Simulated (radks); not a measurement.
Values are calculated unless marked as measured or tabulated.
Er XLIV, 25 electrons, occupied as [Ar] 3d7 (the NIST ground configuration). Code: a radial shooting solver on a logarithmic mesh with Libxc functionals. Model: scalar-relativistic Kohn-Sham, SCAN, spin-polarised, spherical densities, finite nucleus; open shells are filled with parallel spins first (spin-orbit coupling, left out, can overturn this in heavy ions); meta-GGA in the generalised Kohn-Sham scheme; Fermi nuclear charge, rms radius 5.2516 fm.

Unscreened Slater integrals over Kohn-Sham orbitals (hartree). They are taken over the spin-up orbitals.

F0(3d,3d): 4.7109
F2(3d,3d): 2.4212
F4(3d,3d): 1.5628
F0(3d,3p): 4.3842
F2(3d,3p): 2.1116
G1(3d,3p): 2.2777
G3(3d,3p): 1.5165
F0(3d,3s): 4.3494
G2(3d,3s): 1.7519
F0(3p,3p): 4.1933
F2(3p,3p): 2.1057
F0(3p,3s): 4.1587
G1(3p,3s): 2.7116
F0(3s,3s): 4.1343

Derived for the open shells (J is the average intra-shell exchange parameter used in DFT+U). 3d: Racah B = F2/49 - 5 F4/441 = 0.03169 hartree, C = 35 F4/441 = 0.1240 hartree, C/B = 3.91, F4/F2 = 0.645, J = (F2 + F4)/14 = 0.2846 hartree.
